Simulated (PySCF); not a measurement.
F4Si, charge -1, multiplicity 2. Atoms are numbered in the order given.

```xyz
5

Si     0.0000     0.0000     0.3022
F      1.3164     0.0000    -0.7235
F     -1.3164     0.0000    -0.7235
F      0.0000     1.7050     0.4884
F      0.0000    -1.7050     0.4884
```
Charge -1, spin multiplicity 2.

Coordinates come from a PBE0-D3(BJ)/def2-SVPD optimisation.

Computed with PBE/def2-SVPD in PySCF.

Mulliken values depend strongly on the basis, most of all with diffuse functions as here. ESP charges are fitted to the potential on shells at 1.4 to 2.0 van der Waals radii. Atomic charges (e):

```
atom  Mulliken  ESP fit  Mulliken spin
----  --------  -------  -------------
Si1       1.22        …           1.23
F2       -0.59        …          -0.04
F3       -0.59        …          -0.04
F4       -0.51        …          -0.07
F5       -0.51        …          -0.07
```

### Question
Fill in the missing entries. (Estimate from the structure and the level; the computed values follow.)

### Answer

- Si1, ESP fit: 0.07
- F2, ESP fit: -0.21
- F3, ESP fit: -0.21
- F4, ESP fit: -0.33
- F5, ESP fit: -0.33
